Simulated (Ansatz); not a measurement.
```yaml
crystal:
  periodic: [false, false, false]
  atoms:
    - {symbol: N, position_ang: [-1.220480, 0.992042, -0.099004]}
    - {symbol: Si, position_ang: [0.277366, 0.221421, -0.040663]}
    - {symbol: N, position_ang: [0.473258, -0.368456, 1.580681]}
    - {symbol: N, position_ang: [0.318560, -0.726738, -1.427186]}
    - {symbol: H, position_ang: [-1.522709, 1.329750, -0.942204]}
    - {symbol: H, position_ang: [-1.508186, 1.519161, 0.664784]}
    - {symbol: H, position_ang: [1.532603, 1.066676, -0.203841]}
    - {symbol: H, position_ang: [1.316576, -0.612520, 1.979854]}
    - {symbol: H, position_ang: [-0.279377, -0.964578, 1.959537]}
    - {symbol: H, position_ang: [1.161515, -1.076488, -1.868815]}
    - {symbol: H, position_ang: [-0.410932, -1.415890, -1.634753]}
basis:
  gaussian: {orbitals: 6-31G, final_grid: {core_spheres: 1, valence_spheres: 1, degree: 3}}
hamiltonian: {xc: {name: r2SCAN}}
```

```sh
$ ansatz run in.yaml --threads 4 --pin off --events-out ev --progress --plain --max-ram 10444MiB
```

Shortened log:

```
Functional definition: r2SCAN
760 factors; integrals over basis functions are off by at most 2.3e-4 eV
mean field evaluation 1: about -12440.4016 eV, gradient 9.2e1 eV
mean field evaluation 2: about -12418.8981 eV, gradient 1.3e2 eV
mean field evaluation 4: about -12457.0771 eV, gradient 2.6e0 eV
mean field evaluation 8: about -12429.3309 eV, gradient 1.8e1 eV
mean field evaluation 16: about -12431.1132 eV, gradient 1.7e-1 eV
mean field -12431.11397350 eV, -456.8350124146 hartree, gradient 6.2e-5 eV, S^2 0.000000; 0 other end points of the search recorded, 0 dependent functions left out
reference -12431.11398982 eV, -456.8350130142 hartree; 21, 21 occupied and 33, 33 virtual orbitals, 760 factors
Total energy: -12431.11398982 eV, -456.8350130142 hartree
```

Question: Something in this input is off. What?

Answer: The integration grid is far too coarse. The run converged. The result belongs to that input, not to the molecule as meant.
